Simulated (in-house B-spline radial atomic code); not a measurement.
A calculation on S+: its settings, and results tabulated from the run. Method: non-relativistic LDA VWN5, spherical fractional occupations, point nucleus, inside a hard spherical wall at 3.4 bohr. Calculated with a B-spline radial code for spherical atoms.

Command:
```bash
python run_scf.py task.json out
```
Settings:
```
Z                16
configuration    [He] 2s2 2p5 3s2 3p3 3d1
hamiltonian      nr
method           lda,vwn
spin_polarised   False
wall_radius      3.4
```

Output (hartree, bohr):
```
 radial grid: 38 intervals, B-splines of order 8, outer radius 3.4 bohr

 iter        energy (Eh)    residual
    1        -387.807392    2.16e-01
    2        -389.046799    1.14e-01
    3        -389.371954    2.96e-02
    4        -389.394245    7.67e-03
    5        -389.395517    3.69e-03
    6        -389.395888    3.62e-05
    7        -389.395888    3.96e-06
    8        -389.395888    2.04e-07
    9        -389.395888    7.33e-10

 total energy                      -389.39589
 kinetic                             390.8389
 electron-nucleus                   -919.7654
 Hartree                             162.5705
 exchange-correlation                -23.0399

 orbital      occ     eigenvalue          <r>       <r^2>       <1/r>       <r^4>     <1/r^3>       r_max
 1s         2.000       -89.3943     0.097516   0.0127798     15.5186  0.00042012           -     0.06389
 2s         2.000        -8.7534     0.472461    0.264902     3.10673    0.125822           -      0.3861
 2p         5.000        -6.8772     0.428957    0.228745     3.03201    0.110796     85.3834      0.3194
 3s         2.000        -0.9933      1.48831     2.50098    0.919743     9.05919           -       1.324
 3p         3.000        -0.5569      1.57003     2.78596    0.844423      11.135     9.09211       1.413
 3d         1.000         0.1010      1.66757     3.12148    0.701869     13.9003    0.720376       1.566

 Slater integrals (Eh)
   F0(2p,2p)                     2.136746
   F2(2p,2p)                     0.993863
   F0(2p,3p)                     0.761739
   F2(2p,3p)                     0.140239
   G0(2p,3p)                     0.056311
   G2(2p,3p)                     0.056909
   F0(2p,3d)                     0.695194
   F2(2p,3d)                     0.114441
   G1(2p,3d)                     0.072613
   G3(2p,3d)                     0.040847
   F0(3p,3p)                     0.570730
   F2(3p,3p)                     0.297554
   F0(3p,3d)                     0.551856
   F2(3p,3d)                     0.285925
   G1(3p,3d)                     0.357171
   G3(3p,3d)                     0.223337
   F0(3d,3d)                     0.537247
   F2(3d,3d)                     0.280661
   F4(3d,3d)                     0.182917
```

Cost of the run: 0.03 s on 1 thread of Arm Neoverse V2, with other jobs on the host.
